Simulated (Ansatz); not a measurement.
System: C2H9OSi2, net charge 0, doublet state. It need not be the lowest isomer of its formula. SMILES: [SiH](C)(C)O[SiH2]
Coordinates optimised at B3LYP-D3(BJ)/def2-TZVP (Ansatz, a program for electronic structure):
```
Si
O 1 1.6531
Si 2 1.6361 1 146.75
H 1 1.4850 2 107.86 3 -78.34
H 3 1.4884 2 108.11 1 -167.16
H 3 1.4931 5 109.82 2 -120.10
C 1 1.8631 4 109.97 2 117.29
H 7 1.0916 1 110.94 4 -59.69
H 7 1.0922 8 108.05 1 121.78
H 7 1.0927 8 108.00 9 116.65
C 1 1.8671 4 109.53 2 -119.32
H 11 1.0920 1 111.29 4 58.41
H 11 1.0924 12 107.95 1 -122.06
H 11 1.0927 12 107.76 13 -116.36
```
Charge 0, spin multiplicity 2.

Atomisation energy built up term by term with Ansatz (kcal/mol; UHF references for open shells; valence terms freeze the core; atomic spin-orbit terms are left out). Basis-set limits of correlation are two-point, X^-3; Hartree-Fock from the larger set.

```tsv
term	basis	kcal/mol
Hartree-Fock	cc-pV(Q+d)Z	926.76
CCSD correlation	CBS(cc-pV(T+d)Z,cc-pV(Q+d)Z)	?
(T)	CBS(cc-pV(T+d)Z,cc-pV(Q+d)Z)	?
core correlation	cc-pwCVTZ	2.49
scalar relativity (X2C)	cc-pVTZ-DK against cc-pVTZ	-2.07
sum: De		?
```

Task: What belongs in the gaps?

Result: 
- CCSD correlation, kcal/mol: 273.14
- (T), kcal/mol: 14.32
- sum: De, kcal/mol: 1214.6
